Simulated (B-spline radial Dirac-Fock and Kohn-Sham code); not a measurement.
Binding energies of Ir⁴⁺ at several levels of theory

System: the Ir⁴⁺ ion, [Xe] 4f14 5d3 6s2 (not the ground configuration).

The density-functional columns are spherical, spin-unpolarised Dirac-Kohn-Sham results without Breit or QED terms: −ε is minus the orbital energy of the initial state and ΔSCF the difference of two total energies. The reference in the last column comes from multi-electron Dirac-Fock with separately optimised hole states, Breit and Lamb-shift corrections added in first order. All numbers are from a radial finite-basis atomic code, in eV; a selection of levels is shown. For the 1s level of heavy atoms much of the gap between ΔSCF and the reference is the Breit and QED part, -399.1 eV here; for other levels the error of the functional can be larger.

| level | LDA −ε | LDA ΔSCF | Dirac-Fock |
| --- | --- | --- | --- |
| K (1s) | 75977.6 | 76566.0 | 76178.9 |
| L1 (2s) | 13330.6 | 13440.8 | 13498.2 |
| L2 (2p1/2) | 12780.1 | 12921.8 | 12896.9 |
| L3 (2p3/2) | 11154.4 | 11274.7 | 11287.8 |
| M1 (3s) | 3160.5 | 3194.1 | 3251.4 |
| M2 (3p1/2) | 2912.4 | 2948.4 | 2984.7 |
| M3 (3p3/2) | 2556.5 | 2589.1 | 2628.2 |
| M4 (3d3/2) | 2139.2 | 2178.1 | 2188.6 |
| M5 (3d5/2) | 2062.2 | 2099.9 | 2113.1 |
| N1 (4s) | 717.7 | 734.3 | 768.6 |
| N2 (4p1/2) | 612.9 | 629.4 | 655.5 |
| N3 (4p3/2) | 528.4 | 544.2 | 570.9 |
| N4 (4d3/2) | 355.9 | 371.4 | 385.6 |
| N5 (4d5/2) | 340.2 | 355.5 | 370.0 |
| N6 (4f5/2) | 120.3 | 134.8 | 132.7 |
| N7 (4f7/2) | 117.1 | 131.5 | 129.7 |
| O1 (5s) | 152.8 | 162.6 | 168.2 |
| O2 (5p1/2) | 119.1 | 128.4 | 128.5 |
| O3 (5p3/2) | 104.6 | 113.3 | 114.0 |
| O4,5 (5d) | 56.68 | 64.04 | 62.74 |
| P1 (6s) | 45.87 | 50.85 | 47.67 |

Values without a named source are computed, but for edge energies of neutral atoms, which are taken from tables.
